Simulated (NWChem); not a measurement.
System: PbCl2, singlet; SMILES [Cl][Pb][Cl]

The following NWChem deck was run.

```
start job
memory heap 200 mb stack 900 mb global 1100 mb
geometry units angstroms
  Pb     0.000000     0.000000     0.469742
  Cl    -1.906325     0.000000    -1.121419
  Cl     1.906325     0.000000    -1.121419
end
basis spherical
  Pb library def2-svp
  Cl library def2-svp
end
ecp
  Pb library def2-ecp
end
dft
  xc slater vwn_5
  iterations 150
end
driver
  maxiter 120
end
task dft optimize
dft
  grid fine
  convergence energy 1d-8 density 1d-7
end
task dft freq numerical
```

Excerpt of the output:

```
             Northwest Computational Chemistry Package (NWChem) 7.3.0
             --------------------------------------------------------

 C2V symmetry detected

                             Geometry "geometry" -> ""
                             -------------------------

 Output coordinates in angstroms (scale by  1.889725989 to convert to a.u.)

  No.       Tag          Charge          X              Y              Z
 ---- ---------------- ---------- -------------- -------------- --------------
    1 Pb                  82.0000     0.00000000     0.00000000     0.46637478
    2 Cl                  17.0000    -1.90632500     0.00000000    -1.12478622
    3 Cl                  17.0000     1.90632500     0.00000000    -1.12478622

 Effective nuclear repulsion energy (a.u.)     634.2627621834

      Symmetry information
      --------------------

 Group name             C2v
 Group number             16
 Group order               4
 No. of unique centers     2

                                Z-matrix (autoz)
                                --------

 Units are Angstrom for bonds and degrees for angles

      Type          Name      I     J     K     L     M      Value
      ----------- --------  ----- ----- ----- ----- ----- ----------
    1 Stretch                  1     2                       2.48312
    2 Stretch                  1     3                       2.48312
    3 Bend                     2     1     3               100.29821

                           NWChem Geometry Optimization
                           ----------------------------

 maximum gradient threshold         (gmax) =   0.000450
 rms gradient threshold             (grms) =   0.000300
 maximum cartesian step threshold   (xmax) =   0.001800
 rms cartesian step threshold       (xrms) =   0.001200
 fixed trust radius                (trust) =   0.300000
 source of zmatrix                         =   autoz

          -------------------
          Energy Minimization
          -------------------

 Using diagonal initial Hessian
 Scaling for Hessian diagonals: bonds = 1.00  angles = 0.25  torsions = 0.10

          --------
          Step   0

                                 NWChem DFT Module
                                 -----------------

 Summary of "ao basis" -> "ao basis" (spherical)
 ------------------------------------------------------------------------------
       Tag                 Description            Shells   Functions and Types
 ---------------- ------------------------------  ------  ---------------------
 Pb                         def2-svp                10       26   4s4p2d
 Cl                         def2-svp                 8       18   4s3p1d

      Symmetry analysis of basis
      --------------------------

        a1         25
        a2          7
        b1         19
        b2         11

            General Information
            -------------------
          SCF calculation type: DFT
          Wavefunction type:  closed shell.
          No. of atoms     :     3
          No. of electrons :    56
           Alpha electrons :    28
            Beta electrons :    28
          Charge           :     0
          Spin multiplicity:     1
          Use of symmetry is: on ; symmetry adaption is: on
          Maximum number of iterations: 150
          AO basis - number of functions:    62
                     number of shells:    26
          Convergence on energy requested:  1.00D-06
          Convergence on density requested:  1.00D-05
          Convergence on gradient requested:  5.00D-04

              XC Information
              --------------
                        Slater Exchange Functional  1.000 local
                      VWN V Correlation Functional  1.000 local

             Grid Information
             ----------------
          Grid used for XC integration:  medium
          Radial quadrature: Mura-Knowles
          Angular quadrature: Lebedev.
          Tag              B.-S. Rad. Rad. Pts. Rad. Cut. Ang. Pts.
          ---              ---------- --------- --------- ---------
          Pb                  1.80      123           8.0       590
          Cl                  1.00       88          10.0       590
          Grid pruning is: on
          Number of quadrature shells:   211
          Spatial weights used:  Erf1

      Superposition of Atomic Density Guess
      -------------------------------------

 Sum of atomic energies:       -1138.00713167

      Non-variational initial energy
      ------------------------------

 Total energy =   -1110.454179
 1-e energy   =   -2004.148622
 2-e energy   =     694.176293
 HOMO         =      -0.330362
 LUMO         =      -0.045213

      Symmetry analysis of molecular orbitals - initial
      -------------------------------------------------

  Numbering of irreducible representations:

     1 a1          2 a2          3 b1          4 b2

  Orbital symmetries:

     1 a1          2 b1          3 a1          4 b1          5 a1
     6 b1          7 b2          8 a1          9 b1         10 a2
    11 a1         12 b1         13 a1         14 b2         15 a1
    16 b1         17 a1         18 a2         19 b2         20 a1
    21 b1         22 a1         23 b1         24 a1         25 b2
    26 a2         27 b1         28 a1         29 b2         30 a1
    31 b1         32 a1         33 b1         34 a1         35 b2
    36 a2         37 a1         38 b2

[...]

      ----------------------
      Optimization converged
      ----------------------

  Step       Energy      Delta E   Gmax     Grms     Xrms     Xmax
  ---- ---------------- -------- -------- -------- -------- --------
@    4   -1109.86958939 -1.5D-08  0.00000  0.00000  0.00041  0.00080
                                     ok       ok       ok       ok

                                Z-matrix (autoz)
                                --------

 Units are Angstrom for bonds and degrees for angles

      Type          Name      I     J     K     L     M      Value     Gradient
      ----------- --------  ----- ----- ----- ----- ----- ---------- ----------
    1 Stretch                  1     2                       2.46455    0.00000
    2 Stretch                  1     3                       2.46455    0.00000
    3 Bend                     2     1     3               100.02673    0.00000

                         Geometry "geometry" -> "geometry"
                         ---------------------------------

 Output coordinates in angstroms (scale by  1.889725989 to convert to a.u.)

  No.       Tag          Charge          X              Y              Z
 ---- ---------------- ---------- -------------- -------------- --------------
    1 Pb                  82.0000     0.00000000     0.00000000     0.46142811
    2 Cl                  17.0000    -1.88832338     0.00000000    -1.12231289
    3 Cl                  17.0000     1.88832338     0.00000000    -1.12231289

 Effective nuclear repulsion energy (a.u.)     639.1214741559

      Symmetry information
      --------------------

 Group name             C2v
 Group number             16
 Group order               4
 No. of unique centers     2

                Final and change from initial internal coordinates
                --------------------------------------------------

                                Z-matrix (autoz)
                                --------

 Units are Angstrom for bonds and degrees for angles

      Type          Name      I     J     K     L     M      Value       Change
      ----------- --------  ----- ----- ----- ----- ----- ---------- ----------
    1 Stretch                  1     2                       2.46455   -0.01857
    2 Stretch                  1     3                       2.46455   -0.01857
    3 Bend                     2     1     3               100.02673   -0.27148

[...]

 Rotational Constants
 --------------------
 A=   0.128415 cm-1  (  0.184757 K)
 B=   0.067598 cm-1  (  0.097257 K)
 C=   0.044286 cm-1  (  0.063716 K)

 Temperature                      =   298.15K
 frequency scaling parameter      =   1.0000

 Zero-Point correction to Energy  =    1.092 kcal/mol  (  0.001740 au)
 Thermal correction to Energy     =    3.809 kcal/mol  (  0.006071 au)
 Thermal correction to Enthalpy   =    4.402 kcal/mol  (  0.007014 au)

 Total Entropy                    =   75.182 cal/mol-K
   - Translational                =   42.746 cal/mol-K (mol. weight = 277.9143)
   - Rotational                   =   26.441 cal/mol-K (symmetry #  =        2)
   - Vibrational                  =    5.995 cal/mol-K

 Cv (constant volume heat capacity) =   11.125 cal/mol-K
   - Translational                  =    2.979 cal/mol-K
   - Rotational                     =    2.979 cal/mol-K
   - Vibrational                    =    5.166 cal/mol-K

[normal modes left out]

 ----------------------------------------------------------------------------
 Normal Eigenvalue ||           Projected Infra Red Intensities
  Mode   [cm**-1]  || [atomic units] [(debye/angs)**2] [(KM/mol)] [arbitrary]
 ------ ---------- || -------------- ----------------- ---------- -----------
    1       -0.000 ||    0.000439           0.010         0.428       0.421
    2        0.000 ||    0.001130           0.026         1.102       1.085
    3        0.000 ||    0.001681           0.039         1.638       1.613
    4        0.000 ||    0.001681           0.039         1.638       1.613
    5        0.000 ||    0.000000           0.000         0.000       0.000
    6        0.000 ||    0.001109           0.026         1.082       1.065
    7       97.142 ||    0.002083           0.048         2.031       2.000
    8      328.517 ||    0.059800           1.380        58.296      57.407
    9      338.474 ||    0.025829           0.596        25.179      24.795
 ----------------------------------------------------------------------------
```

Level: LDA (Slater exchange, VWN5)/def2-SVP with def2 effective core potentials on Pb. Low-valent species are run as closed-shell singlets; no triplet was tried in these runs. def2 effective core potentials on Pb; no spin-orbit coupling.
